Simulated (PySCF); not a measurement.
**Bond length, frequency and bond energy of MoH by level of theory**

State: ⁶Σ⁺ (sextet), unpaired electrons σ ↑, π ↑↑, δ ↑↑. Set-up: Mo def2-TZVPP with ECP28, H def2-TZVPP; scalar-relativistic core potentials (PySCF 2.14). De refers to Mo (4d5 5s1) + H in their high-spin ground configurations, without counterpoise correction. The functionals are run spin-unrestricted. A positive dipole means Mo(−)H(+).

```csv
Level,Re (Å),ωe (cm⁻¹),De (eV),μ (D)
ROHF,1.765,1673,n/a,-3.74
ROHF-MP2,1.688,1878,n/a,n/a
ROHF-SCS-MP2,1.699,1852,n/a,n/a
ROHF-CCSD,1.720,1776,2.33,n/a
ROHF-CCSD(T),1.717,1783,2.41,n/a
PBE,1.713,1774,2.53,-2.24
BLYP,1.722,1758,2.73,-2.24
TPSS,1.721,1786,2.71,-2.41
r²SCAN,1.715,1775,2.42,-2.41
r²SCANh,1.715,1773,2.38,-2.52
PBE0,1.714,1773,2.38,-2.60
LC-ωPBE,1.723,1774,2.41,-3.12
B2PLYP,1.713,1795,2.53,-2.90
```

The bond length runs from 1.688 Å (ROHF-MP2) to 1.765 Å (ROHF). De spans 2.33 eV (ROHF-CCSD, coupled cluster) to 2.73 eV (BLYP, GGA).

Correlated steps freeze no core orbitals. The metal atom is held in its measured ground configuration; semilocal functionals can put another filling of s and d lower by some tenths of an eV, and De to that atom would be smaller. Spin–orbit coupling is left out, which matters for elements this heavy, above all for dissociation energies. B2PLYP dipoles, levels and charges come from its SCF part alone. With d or f electrons several states lie close, and the lowest PBE0 determinant need not be the measured ground state.

The whole job (state search and all levels along the bond) took about 9.1 min on 1 thread of Arm Neoverse V1 (shared host), peak memory 1.6 GiB.
